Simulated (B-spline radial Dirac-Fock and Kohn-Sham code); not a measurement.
**Magnetic form factor of the 5d shell of Ho⁺**

System: holmium as Ho⁺ in the configuration [Xe] 4f10 5d1 6s1 (not the ground configuration).

Model: Dirac-Fock orbitals of the configuration average with a finite nucleus. Program: a radial B-spline solver. ⟨j_K⟩ is the integral of the 5d radial density with the spherical Bessel function j_K(4πsr), s = sin θ/λ.

```
s (Å⁻¹)     ⟨j0⟩     ⟨j2⟩     ⟨j4⟩
      0   1.0000   0.0000   0.0000
   0.05   0.8734   0.0490   0.0012
    0.1   0.5877   0.1448   0.0137
   0.15   0.3080   0.2072   0.0429
    0.2   0.1187   0.2120   0.0761
   0.25   0.0190   0.1790   0.0990
    0.3  -0.0213   0.1334   0.1071
   0.35  -0.0298   0.0902   0.1031
    0.4  -0.0242   0.0556   0.0917
   0.45  -0.0141   0.0304   0.0770
    0.5  -0.0041   0.0137   0.0617
    0.6   0.0092  -0.0021   0.0351
    0.7   0.0134  -0.0045   0.0167
    0.8   0.0122  -0.0019   0.0059
    0.9   0.0088   0.0016   0.0006
      1   0.0051   0.0043  -0.0011
    1.1   0.0023   0.0057  -0.0010
    1.2   0.0004   0.0060  -0.0001
    1.4  -0.0009   0.0047   0.0021
    1.6  -0.0003   0.0027   0.0033
```

Radial moments of the shell: ⟨r²⟩ = 7.405, ⟨r⁴⟩ = 102.3, ⟨r⁶⟩ = 2367 in powers of bohr.

Values without a named source are computed, but for edge energies of neutral atoms, which are taken from tables.
